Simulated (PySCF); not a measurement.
C3H11NSi (SMILES CC(C)N[SiH3]), singlet, geometry from GFN2-xTB; DF-PBE0/6-31G (PySCF).

PySCF was given this input:
```python
from pyscf import gto, scf, dft

mol = gto.M(
    atom='''
Si    1.82063315    0.35070663    0.22598016
N     0.41077890   -0.61092960    0.04582902
C    -0.96394431   -0.20484450    0.25723469
C    -1.18881126    1.21438147   -0.24773332
C    -1.89339324   -1.17999624   -0.46711411
H     1.94955320    1.01049294    1.53698431
H     1.83357108    1.38723578   -0.80908890
H     2.91417394   -0.60193674    0.04291321
H     0.51822846   -1.59946675    0.21712129
H    -1.20617195   -0.23103845    1.33551612
H    -2.23509953    1.48838286   -0.13538762
H    -0.58206932    1.91951429    0.31333488
H    -0.91662374    1.27922397   -1.29775684
H    -2.93241085   -0.89553153   -0.32092860
H    -1.67334063   -1.17579115   -1.53212917
H    -1.75723425   -2.19171500   -0.08942766
''',
    basis='6-31g',
    verbose=4,
    max_memory=1800,
)

mf = dft.RKS(mol)
mf.xc = 'pbe0'
mf = mf.density_fit(auxbasis='def2-universal-jkfit')
mf.kernel()
```

### Question
What does PySCF print? Leave out banner, timings and long lists.

### Answer

```
PySCF version 2.14.0

[INPUT] verbose = 4
[INPUT] num. atoms = 16
[INPUT] num. electrons = 50
[INPUT] charge = 0
[INPUT] spin (= nelec alpha-beta = 2S) = 0
[INPUT] symmetry False subgroup None
[INPUT] Mole.unit = angstrom
[INPUT] Symbol           X                Y                Z      unit          X                Y                Z       unit  Magmom
[INPUT]  1 Si     1.820633150000   0.350706630000   0.225980160000 AA    3.440498026804   0.662739480769   0.427040611985 Bohr   0.0
[INPUT]  2 N      0.410778900000  -0.610929600000   0.045829020000 AA    0.776259618750  -1.154489625390   0.086604296357 Bohr   0.0
[INPUT]  3 C     -0.963944310000  -0.204844500000   0.257234690000 AA   -1.821590745233  -0.387100003123   0.486103113837 Bohr   0.0
[INPUT]  4 C     -1.188811260000   1.214381470000  -0.247733320000 AA   -2.246527695199   2.294848389047  -0.468148126729 Bohr   0.0
[INPUT]  5 C     -1.893393240000  -1.179996240000  -0.467114110000 AA   -3.577994669703  -2.229869721617  -0.882717736820 Bohr   0.0
[INPUT]  6 H      1.949553200000   1.010492940000   1.536984310000 AA    3.684121613269   1.909554907407   2.904479403654 Bohr   0.0
[INPUT]  7 H      1.833571080000   1.387235780000  -0.809088900000 AA    3.464947171123   2.621495694397  -1.528956431426 Bohr   0.0
[INPUT]  8 H      2.914173940000  -0.601936740000   0.042913210000 AA    5.506990625945  -1.137495582914   0.081094214026 Bohr   0.0
[INPUT]  9 H      0.518228460000  -1.599466750000   0.217121290000 AA    0.979309859355  -3.022554102848   0.410299773912 Bohr   0.0
[INPUT] 10 H     -1.206171950000  -0.231038450000   1.335516120000 AA   -2.279334644633  -0.436599394744   2.523759701742 Bohr   0.0
[INPUT] 11 H     -2.235099530000   1.488382860000  -0.135387620000 AA   -4.223725972844   2.812635973897  -0.255845522457 Bohr   0.0
[INPUT] 12 H     -0.582069320000   1.919514290000   0.313334880000 AA   -1.099951600312   3.627356300289   0.592117108473 Bohr   0.0
[INPUT] 13 H     -0.916623740000   1.279223970000  -1.297756840000 AA   -1.732167827875   2.417382955279  -2.452405003881 Bohr   0.0
[INPUT] 14 H     -2.932410850000  -0.895531530000  -0.320928600000 AA   -5.541453391203  -1.692309327613  -0.606467159540 Bohr   0.0
[INPUT] 15 H     -1.673340630000  -1.175791150000  -1.532129170000 AA   -3.162155503807  -2.221923253187  -2.895304518757 Bohr   0.0
[INPUT] 16 H     -1.757234250000  -2.191715000000  -0.089427660000 AA   -3.320691469205  -4.141741093101  -0.168993785361 Bohr   0.0

nuclear repulsion = 245.64428554456
number of shells = 49
number of NR pGTOs = 178
number of NR cGTOs = 71
basis = 6-31g
ecp = {}

******** <class 'pyscf.df.df_jk.DFRKS'> ********
method = DFRKS
initial guess = minao
damping factor = 0
level_shift factor = 0
DIIS = <class 'pyscf.scf.diis.CDIIS'>
diis_start_cycle = 1
diis_space = 8
diis_damp = 0
SCF conv_tol = 1e-09
SCF conv_tol_grad = None
SCF max_cycles = 50
direct_scf = False
XC library pyscf.dft.libxc version 7.1.2
    S. Lehtola, C. Steigemann, M. J. T. Oliveira, and M. A. L. Marques,  SoftwareX 7, 1–5 (2018)
XC functionals = pbe0
    C. Adamo and V. Barone,  J. Chem. Phys. 110, 6158 (1999)
    M. Ernzerhof and G. E. Scuseria,  J. Chem. Phys. 110, 5029 (1999)
radial grids:
    Treutler-Ahlrichs [JCP 102, 346 (1995); DOI:10.1063/1.469408] (M4) radial grids

becke partition: Becke, JCP 88, 2547 (1988); DOI:10.1063/1.454033
pruning grids: <function nwchem_prune>
grids dens level: 3
symmetrized grids: False
atomic radii adjust function: <function treutler_atomic_radii_adjust>
small_rho_cutoff = 0
Set gradient conv threshold to 3.16228e-05
Initial guess from minao.
tot grids = 183328
******** <class 'pyscf.df.df.DF'> ********
auxbasis = def2-universal-jkfit
init E= -465.030722834837
  HOMO = -0.275557680194631  LUMO = -0.00730961160476906  gap/eV = 7.29940
cycle= 1 E= -464.693505179332  delta_E= 0.337  |g|= 0.446  |ddm|= 3.35
  HOMO = -0.149708235038224  LUMO = 0.0567765832974425  gap/eV = 5.61874
cycle= 2 E= -464.663578921639  delta_E= 0.0299  |g|= 0.571  |ddm|= 1.09
  HOMO = -0.235040368762162  LUMO = 0.0414461064506073  gap/eV = 7.52358
cycle= 3 E= -464.743045776749  delta_E= -0.0795  |g|= 0.0638  |ddm|= 0.67
  HOMO = -0.22598782742467  LUMO = 0.0436501638843558  gap/eV = 7.33722
cycle= 4 E= -464.743952258117  delta_E= -0.000906  |g|= 0.0184  |ddm|= 0.0834
  HOMO = -0.227231962536832  LUMO = 0.0434444981300457  gap/eV = 7.36548
cycle= 5 E= -464.744036838559  delta_E= -8.46e-05  |g|= 0.00165  |ddm|= 0.0188
  HOMO = -0.227530398998184  LUMO = 0.0433558548899964  gap/eV = 7.37119
cycle= 6 E= -464.744037686798  delta_E= -8.48e-07  |g|= 0.000683  |ddm|= 0.00354
  HOMO = -0.227486249381708  LUMO = 0.0433910995152349  gap/eV = 7.37095
cycle= 7 E= -464.744037807382  delta_E= -1.21e-07  |g|= 0.000127  |ddm|= 0.000804
  HOMO = -0.227472731881327  LUMO = 0.0434022008617416  gap/eV = 7.37088
cycle= 8 E= -464.744037812242  delta_E= -4.86e-09  |g|= 2.06e-05  |ddm|= 0.000222
  HOMO = -0.227472570709618  LUMO = 0.0433994008244505  gap/eV = 7.37080
cycle= 9 E= -464.744037812414  delta_E= -1.72e-10  |g|= 3.14e-06  |ddm|= 4.94e-05
  HOMO = -0.22747216260627  LUMO = 0.0433999020664699  gap/eV = 7.37080
Extra cycle  E= -464.744037812415  delta_E= -6.82e-13  |g|= 2.13e-06  |ddm|= 1.18e-05
converged SCF energy = -464.744037812415
```
